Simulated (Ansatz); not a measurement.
One elementary step

Start structure (Si2N2H10, singlet), relaxed at PBE0-D4/def2-TZVP:

```xyz
14
angstrom
Si -0.4219 -0.5331 1.3667
N 0.9758 0.4328 1.5584
H -0.0624 -1.4371 0.2324
H -0.8217 -1.3937 2.5183
N -1.7700 0.4954 1.1457
H 1.9460 -0.1921 -1.5942
Si 0.7327 -0.0336 -2.4335
H 1.8768 0.0992 1.2606
H 1.0473 1.1236 2.2869
H -2.6885 0.2039 1.4344
H -1.8028 1.1600 0.3901
H -0.2583 0.8215 -1.7339
H 0.1370 -1.3632 -2.7158
H 1.1098 0.6162 -3.7162
```

The step: SiN₂H₆ ([NH2][SiH2][NH2]) + SiH₄ → Si₂NH₇ ([NH2][SiH2][SiH3]) + NH₃; bonds formed: Si1–Si7, N2–H6; bonds broken: Si1–N2, H6–Si7. Ansatz 0.2.0; basis: def2-TZVPP and def2-QZVPP; cores frozen in the correlated methods. Extrapolation: Hartree–Fock as exp(−7.88 √X), correlation as X^−2.97. Energies below are by CCSD(T) at an estimated basis limit (MP2 extrapolated from triple and quadruple zeta, plus CCSD(T) − MP2 in triple zeta).

Task: What are the electronic barrier and the energy of the step, from the start structure to the end structure? (Judge from chemistry; the value comes from the calculation.)

Result: By the calculation: Barrier 49.00 kcal/mol; step energy 13.84 kcal/mol (uphill); reverse barrier, their difference, 35.16 kcal/mol. Barrier and step energy count from the start structure, the reverse barrier from the end structure.

The saddle point: One imaginary mode of 258i cm⁻¹.
| pair | start (Å) | saddle (Å) | end (Å) |
| --- | --- | --- | --- |
| Si1–Si7 | 4.00 | 3.11 | 2.33 |
| N2–H6 | 3.36 | 1.09 | 1.01 |
| Si1–N2 | 1.71 | 1.87 | 2.99 |
| H6–Si7 | 1.48 | 2.26 | 3.35 |

Zero-point energy (harmonic, PBE0-D4): ZPE is 63.63 kcal/mol at the start and 64.84 kcal/mol at the saddle, so the barrier goes from 49.00 to 50.21 kcal/mol.

No T1 diagnostic of these runs exceeds 0.012.

Labels in which every atom is bracketed show which atoms are joined, not bond orders.

For scale, one of the runs: CCSD(T)/def2-TZVPP, 286 basis functions, launched by `ansatz run in.yaml --threads 8 --pin off --events-out ev --progress --plain --max-ram 19148MiB`. The run took 120 s on 8 CPU threads of an Arm Neoverse V1 (shared host), with 8.2 GiB of host memory at its peak.
